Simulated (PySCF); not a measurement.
## From computed data to an observable: oscillator strength and radiative lifetime

N-methyl-N-silylmethanamine (C2H9NSi), SMILES CN(C)[SiH3].

Coordinates come from a B3LYP-D3(BJ)/def2-SVP optimisation.

TDDFT-PBE/def2-SVPD (PySCF 2.14.0) puts the first singlet state with f over 0.02 at 5.37 eV (vertical), with the transition dipole (0.227, 0.438, 0.000) in atomic units.

Task: Find the oscillator strength, the wavelength and the radiative lifetime that this transition would have in vacuum if emission retraced absorption.

Result: 
|μ|² = 0.2434 au, so |μ| = 1.25 D. ΔE = 5.37/27.211 = 0.1973 hartree. f = (2/3) ΔE |μ|² = 0.032 (the program prints 0.032).
λ = 1239.84/5.37 = 231 nm; ν = 43312 cm⁻¹.
Einstein's coefficient A = 0.6670 ν² f s⁻¹ (ν in cm⁻¹) = 4.0e7 s⁻¹, so τ = 1/A = 25 ns. This state is S2; the lower singlet has f = 0.008. The figure is the radiative limit of this one transition; relaxation, internal conversion, crossing to triplets and a medium change what is measured.
